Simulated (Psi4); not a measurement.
Psi4 input (wB97X-D/6-31G*):

```
memory 1500 MB

molecule {
0 2
C     1.17523500   -0.33891300   -1.43541200
Si    0.03012300    0.00343900   -0.01996200
C    -1.57548200    0.68781800   -0.69610000
C    -0.21572000   -1.57787800    0.95081000
N     0.64354800    1.18628100    1.09939600
H     1.96001400   -1.08873100   -1.39641900
H     1.17839100    0.24596100   -2.35062000
H    -2.03745500   -0.01358100   -1.39409100
H    -2.28391300    0.88612000    0.11050000
H    -1.40975300    1.62460700   -1.23464300
H    -0.90244500   -1.41961200    1.78456100
H     0.73057700   -1.94110600    1.36027300
H    -0.62249500   -2.36812200    0.31625100
H     1.44081200    0.94803300    1.67142300
H     0.71551300    2.14814800    0.80066500
symmetry c1
no_reorient
no_com
}

set {
  basis 6-31G*
  reference uks
  scf_type pk
  dft_radial_points 99
  dft_spherical_points 590
  e_convergence 1e-8
  d_convergence 1e-7
  maxiter 150
}

e = energy('wb97x-d')
print_out(f'\nFINAL {e:.10f} DIPOLE {variable("CURRENT DIPOLE")[0]:.6f} {variable("CURRENT DIPOLE")[1]:.6f} {variable("CURRENT DIPOLE")[2]:.6f}\n')
```

From the output:

```
              A
    DOCC [    24 ]
    SOCC [     1 ]
    NA   [    25 ]
    NB   [    24 ]

  @UKS Final Energy:  -464.50037129855104

   => Energetics <=

    Nuclear Repulsion Energy =            239.2842231729145794
    One-Electron Energy =               -1111.9179777492781795
    Two-Electron Energy =                 441.6037324002336391
    DFT Exchange-Correlation Energy =     -33.4639687256024700
    Empirical Dispersion Energy =          -0.0063803968186344
    VV10 Nonlocal Energy =                  0.0000000000000000
    Total Energy =                       -464.5003712985510447

  UHF NO Occupations:
  HONO-2 :   23  A 1.9996834
  HONO-1 :   24  A 1.9988738
  HONO-0 :   25  A 1.0000000
  LUNO+0 :   26  A 0.0011262
  LUNO+1 :   27  A 0.0003166
  LUNO+2 :   28  A 0.0003125
  LUNO+3 :   29  A 0.0002350

Computation Completed

Properties will be evaluated at   0.000000,   0.000000,   0.000000 [a0]

Properties computed using the SCF density matrix

 Multipole Moments:

 ------------------------------------------------------------------------------------
     Multipole            Electronic (a.u.)      Nuclear  (a.u.)        Total (a.u.)
 ------------------------------------------------------------------------------------

 L = 1.  Multiply by 2.5417464519 to convert [e a0] to [Debye]
 Dipole X            :          0.3556800            0.0000038            0.3556837
 Dipole Y            :          0.1593266           -0.0000151            0.1593115
 Dipole Z            :         -0.0765935           -0.0000151           -0.0766086
 Magnitude           :                                                    0.3971901

 ------------------------------------------------------------------------------------

FINAL -464.5003712986 DIPOLE 0.355684 0.159311 -0.076609

*** Psi4 exiting successfully. Buy a developer a beer!
```

The geometry given is a B3LYP-D3(BJ)/def2-TZVP minimum.
